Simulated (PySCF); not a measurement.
C2H5O2, SMILES [OH+]=C(C)O, charge +1. Coordinates come from a PBE-D3(BJ)/def2-SVP optimisation. The isomer is the one that the SMILES or the coordinates give; other isomers of the formula were not compared. The values are those of a single conformer.

**Question.** Give the equilibrium geometry at PBE-D3(BJ)/def2-SVP (PySCF confirms it by a frequency run) as a Z-matrix. (The exact figures need the calculation; the answer reports its results.)

**Answer.** This is not unique; one that fits is 
```
C
O 1 1.2855
H 2 0.9907 1 113.02
O 1 1.2947 2 116.70 3 -0.65
H 4 0.9853 1 113.96 2 -179.84
C 1 1.4759 2 118.54 3 177.86
H 6 1.1059 1 110.23 2 25.96
H 6 1.1070 7 111.00 1 -124.47
H 6 1.1149 7 107.46 8 -118.11
```
Charge +1, spin multiplicity 1.
